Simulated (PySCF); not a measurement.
Computed IR spectrum (relative IR intensity) of a molecule C2H4BF2N. Coordinates come from a PBE0-D3(BJ)/def2-SVP optimisation. The values are those of a single conformer. All values below come from PBE0-D3(BJ)/def2-SVP run with PySCF 2.14.0. No scaling factor is applied to the harmonic values.

Lines under 2 % of the strongest are left out, and lines within 2 cm⁻¹ are merged.

ν (cm⁻¹): 306 (w), 484 (s), 668 (m), 809 (m), 896 (w), 1038 (m), 1223 (s), 1301 (m), 1414 (m), 1437 (m), 1600 (vs), 1742 (s), 3223 (vw), 3647 (m), 3766 (m) (against the strongest line: vs over 80 %, s over 45 %, m over 15 %, w over 4 %, vw less)

**Question.** Which molecule gave these data?
A. CC#N.FBF
B. C=C(F)B(N)F
C. NB(F)/C=C\F
D. C/N=C/B(F)F

**Answer.** C, NB(F)/C=C\F
